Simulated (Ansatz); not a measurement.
Reaction (cleavage of the Ge–B bond): `[BH2][GeH2][O][SiH2]F` + HCl → `F[SiH2][O][GeH2][Cl]` + BH₃

Isolated molecules relaxed with PBE0-D4/def2-TZVP in Ansatz; ΔE leaves out vibrations. CCSD(T)/CBS is the MP2 limit (def2-TZVPP, def2-QZVPP) plus CCSD(T) − MP2 in def2-TZVPP, frozen cores. This one scheme is used for every species. Functionals use def2-TZVPP. For Ge outer-core shells are correlated without core-valence functions, which leaves a few kJ/mol of doubt a bond. Scalar relativity is left out up to krypton. Each species was taken in one conformer, which may not be the lowest.

`[BH2][GeH2][O][SiH2]F`:

Z-matrix (Å, degrees):
```
Ge
O 1 1.788
B 1 2.050 2 109.1
H 1 1.544 2 106.7 3 -122.4
H 1 1.544 2 106.6 3 122.2
Si 2 1.611 1 139.8 3 177.5
H 3 1.192 1 121.3 2 -0.4
H 3 1.194 1 119.1 2 179.5
F 6 1.594 2 108.0 1 -175.9
H 6 1.483 2 111.4 1 66.8
H 6 1.484 2 111.5 1 -58.5
```

HCl:

```xyz
2

Cl   -0.072   -0.544    0.328
H     0.072    0.544   -0.328
```

`F[SiH2][O][GeH2][Cl]`:

```xyz
9

F    -0.623    1.441    1.708
Si   -1.340    0.570    0.578
O    -0.292    0.268   -0.624
Ge    1.305   -0.455   -0.812
Cl    1.461   -2.069    0.596
H    -2.445    1.374    0.018
H    -1.799   -0.679    1.222
H     2.370    0.585   -0.462
H     1.362   -1.035   -2.224
```

BH₃:

Z-matrix (Å, degrees):
```
B
H 1 1.193
H 1 1.193 2 120.0
H 1 1.193 2 120.0 3 180.0
```

```json
{"species": "`[BH2][GeH2][O][SiH2]F`", "ωB97X-V energy (Eh)": "-2569.91163"}
{"species": "HCl", "ωB97X-V energy (Eh)": "-460.74877"}
{"species": "`F[SiH2][O][GeH2][Cl]`", "ωB97X-V energy (Eh)": "-3004.09017"}
{"species": "BH₃", "ωB97X-V energy (Eh)": "-26.60584"}
```

(1) Work out ΔE.

Largest T1 diagnostic among the species: 0.012.

## Answers

(1) ΔE = (-3004.09017) + (-26.60584) − (-2569.91163) − (-460.74877) = -0.03561 Eh = -93.5 kJ/mol. CCSD(T)/CBS gives -87.7 kJ/mol.

From PBE to PBE0 (25 % exact exchange), in def2-TZVPP and without D4, ΔE moves by −5.2 kJ/mol. The D4 term adds −3.1 kJ/mol with B3LYP and −1.6 kJ/mol with PBE0; it sums over pairs of atoms, weighted by their polarisabilities, and B3LYP, whose exchange is more repulsive, gets the larger term. In def2-TZVPP, CCSD(T) changes the Hartree–Fock value by +20.5 kJ/mol (the triples alone add +0.2 kJ/mol) and MP2 by +11.9 kJ/mol.

B3LYP here is the variant with VWN-RPA as its local correlation; programs differ in this.
